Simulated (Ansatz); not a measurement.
Saddle point of GaNH4Cl2, closed shell (GaHCl₂ ([Cl][GaH][Cl]) + NH₃ → GaNH₂Cl₂ ([NH2][Ga]([Cl])[Cl]) + H₂; bonds formed: H2–H5; dative contacts that become bonds: Ga1–N6; bonds broken: Ga1–H2, H5–N6), PBE0-D4/def2-TZVP structure:

Ga1  (-0.143, -0.840, -0.076)
H2  (-1.614, 0.252, 0.151)
Cl3  (-0.221, -1.686, -2.034)
Cl4  (0.065, -2.068, 1.657)
H5  (-0.835, 0.859, 0.154)
N6  (0.593, 0.946, 0.052)
H7  (1.015, 1.354, -0.774)
H8  (1.142, 1.184, 0.869)
(Å)

Energies are electronic, without zero-point energy. Barriers and step energies count from the start structure reached by relaxing down the imaginary mode; all methods use the PBE0-D4 structures, on which another method's saddle can fall below an end. Computed with Ansatz 0.2.0 (basis: def2-TZVPP, with def2-QZVPP for the basis limit); correlated methods freeze the cores. Filled d shells of the heavier atoms are correlated. The def2 sets are not built for correlating such inner shells, so the correlated values are less sure here. B3LYP uses VWN-RPA correlation. Extrapolation: Hartree–Fock as exp(−7.88 √X), correlation as X^−2.97.

```
      method  barrier (kJ/mol)  step energy (kJ/mol)
       SPW92             167.4                 119.8
      PBE-D4             176.6                  99.6
     BLYP-D4             184.5                  90.9
   r2SCAN-D4             187.3                 104.1
      B97M-V                 ?                 112.4
     PBE0-D4             192.9                 107.8
    B3LYP-D4             197.1                  99.1
  r2SCAN0-D4             199.1                 109.5
    BHLYP-D4             215.8                 108.1
CAM-B3LYP-D4             203.5                 104.4
     wB97X-V                 ?                 104.1
     wB97M-V                 ?                 104.4
      B2PLYP             199.4                  97.2
    PBE-QIDH             202.2                 107.8
  RPA on PBE             199.1                  96.2
          HF             245.1                 106.0
         MP2             199.0                  96.1
        CCSD             210.8                 103.0
     CCSD(T)             202.9                 100.7
```

(1) Fill in the withheld barriers. (An estimate is asked for; the value comes from the calculation.)

T1 diagnostic: at most 0.012.

Results:

(1) Computed: wB97M-V 204.8; B97M-V 199.1; wB97X-V 205.2 kJ/mol. Each is the energy of the saddle less that of the start structure, by the same method.

For comparison, the barrier by CCSD(T) at an estimated basis limit (MP2 extrapolated from triple and quadruple zeta, plus CCSD(T) − MP2 in triple zeta) is 204.6 kJ/mol.

The step is the kind of exchange with an N–H group that builds nitride films in atomic layer and chemical vapour deposition.

Labels in which every atom is bracketed show which atoms are joined, not bond orders.

For scale, one of the runs: CCSD(T)/def2-TZVPP, 219 basis functions, launched by `ansatz run in.yaml --threads 4 --pin off --events-out ev --progress --plain --max-ram 9574MiB`. The run took 3.6 min on 4 CPU threads of an AMD EPYC (shared host), with 3.2 GiB of host memory at its peak.
